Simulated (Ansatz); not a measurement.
Single points on the cluster Mn2O⁺.

```yaml
crystal:
  periodic: [false, false, false]
  atoms:
    - {symbol: Mn, position_ang: [-0.075554, -1.694003, 0.550891]}
    - {symbol: Mn, position_ang: [0.079217, 1.761249, -0.572667]}
    - {symbol: O, position_ang: [-0.003673, -0.067246, 0.021776]}
basis:
  gaussian: {orbitals: def2-TZVP, initial_orbitals: start.molden}
total_charge: 1
magnetization: {spin_polarized: true, initial_magnetization: 1}
hamiltonian: {xc: pbe0, dispersion: d4}
output: {forces: true, orbitals: {seedname: orbitals}}
```

The file start.molden holds the orbitals of an earlier run on this structure, at another level or in another basis.

```sh
$ ansatz run in.yaml --threads 4 --pin off --events-out ev --progress --plain --max-ram 3916MiB
```

Output, abridged:

```
Functional definition: PBE0
1056 factors; integrals over basis functions are off by at most 7.9e-4 eV
mean field evaluation 1: about -64668.9028 eV, gradient 4.0e-1 eV
mean field evaluation 2: about -64669.0049 eV, gradient 1.2e-4 eV
mean field evaluation 4: about -64669.0049 eV, gradient 1.2e-5 eV
mean field evaluation 8: about -64006.7122 eV, gradient 4.0e2 eV
mean field evaluation 16: about -64666.8728 eV, gradient 1.1e0 eV
mean field evaluation 32: about -64649.8680 eV, gradient 2.7e1 eV
mean field evaluation 64: about -64649.6754 eV, gradient 4.2e1 eV
mean field evaluation 96: about -64645.6929 eV, gradient 3.7e1 eV
mean field evaluation 128: about -64668.4561 eV, gradient 7.1e-1 eV
mean field evaluation 160: about -64668.2156 eV, gradient 1.5e0 eV
mean field evaluation 192: about -64659.2631 eV, gradient 5.4e1 eV
mean field evaluation 224: about -64668.5487 eV, gradient 1.0e0 eV
mean field evaluation 256: about -64666.7896 eV, gradient 1.0e0 eV
mean field evaluation 288: about -64667.9453 eV, gradient 9.7e0 eV
mean field -64669.00490053 eV, -2376.5420958685 hartree, gradient 1.2e-5 eV, S^2 5.704784; 11 other end points of the search recorded, 0 dependent functions left out
reference -64669.00493673 eV, -2376.5420971989 hartree; 29, 28 occupied and 92, 93 virtual orbitals, 1056 factors
Total energy: -64669.10147315 eV, -2376.5456448470 hartree
Atom 0 at    -0.075554    -1.694003     0.550891 Å, force    -0.000119     0.000879    -0.000308 eV/Å
Atom 1 at     0.079217     1.761249    -0.572667 Å, force    -0.000096     0.000987    -0.000340 eV/Å
Atom 2 at    -0.003673    -0.067246     0.021776 Å, force     0.000214    -0.001866     0.000648 eV/Å
Dipole moment:    -0.052128    -1.178144     0.383190 e Å
```

Hardware: 4 threads of Intel Xeon on a shared host. Wall time 46 s.

The first input with `hamiltonian: {xc: {name: B97M-V}}`, `scf: {omitted_lower_state_checks: [starts]}`, `output: {orbitals: {seedname: orbitals}}` (abridged; 9.6 s):

```
Functional definition: B97M-V
mean field -64667.85995670 eV, -2376.5000199588 hartree, gradient 1.4e-5 eV, S^2 5.688546
Total energy: -64667.86002679 eV, -2376.5000225347 hartree
Checks for a lower state left out: starts
```

First input, but with `gaussian: {orbitals: 6-31G}`, `hamiltonian: {xc: {name: B3LYP}, dispersion: d4}`, `scf: {omitted_lower_state_checks: [starts]}`, `output: {orbitals: {seedname: orbitals}}` (abridged; 4.4 s):

```
Functional definition: B3LYP
mean field evaluation 16: about -64672.3414 eV, gradient 4.7e-1 eV
mean field -64675.38262513 eV, -2376.7764729247 hartree, gradient 4.4e-5 eV, S^2 5.704862
Total energy: -64675.57350511 eV, -2376.7834876345 hartree
Checks for a lower state left out: starts
```

The first input with `hamiltonian: {xc: r2scan, dispersion: d4}`, `scf: {omitted_lower_state_checks: [starts]}`, `output: {orbitals: {seedname: orbitals}}` (abridged; 5.5 s):

```
Functional definition: r2SCAN
mean field -64681.07039277 eV, -2376.9854945301 hartree, gradient 2.6e-5 eV, S^2 5.627652
Total energy: -64681.09198218 eV, -2376.9862879264 hartree
Checks for a lower state left out: starts
```

As the first input, with `hamiltonian: {xc: hse06, dispersion: d4}`, `scf: {omitted_lower_state_checks: [starts]}`, `output: {orbitals: {seedname: orbitals}}` (abridged; 5.5 s):

```
Functional definition: HSE06
mean field -64668.57483051 eV, -2376.5262910869 hartree, gradient 4.6e-5 eV, S^2 5.705299
Total energy: -64668.66784825 eV, -2376.5297094257 hartree
Checks for a lower state left out: starts
```

First input, but with `gaussian: {orbitals: def2-SVP, initial_orbitals: start.molden}`, `scf: {omitted_lower_state_checks: [starts]}`, `output: {orbitals: {seedname: orbitals}}` (abridged; 2.8 s):

```
Functional definition: PBE0
mean field -64658.01829532 eV, -2376.1383455741 hartree, gradient 2.5e-5 eV, S^2 5.710104
Total energy: -64658.11487994 eV, -2376.1418949932 hartree
Checks for a lower state left out: starts
```

Geometry: PBE0-D4/def2-TZVP.

The 6-31G sets use Cartesian d functions. B3LYP takes the VWN-RPA correlation. HSE06 is defined as in plane-wave codes, on full-range PBE exchange. At PBE0-D4/def2-TZVP, B97M-V/def2-TZVP, B3LYP-D4/6-31G, r2SCAN-D4/def2-TZVP and others the charge 1 doublet is spin-contaminated (final ⟨S²⟩ up to 5.71, 0.75 for a pure state). At B97M-V/def2-TZVP an occupied level lies above an empty one. The structure comes from a short search, and lower isomers may exist.
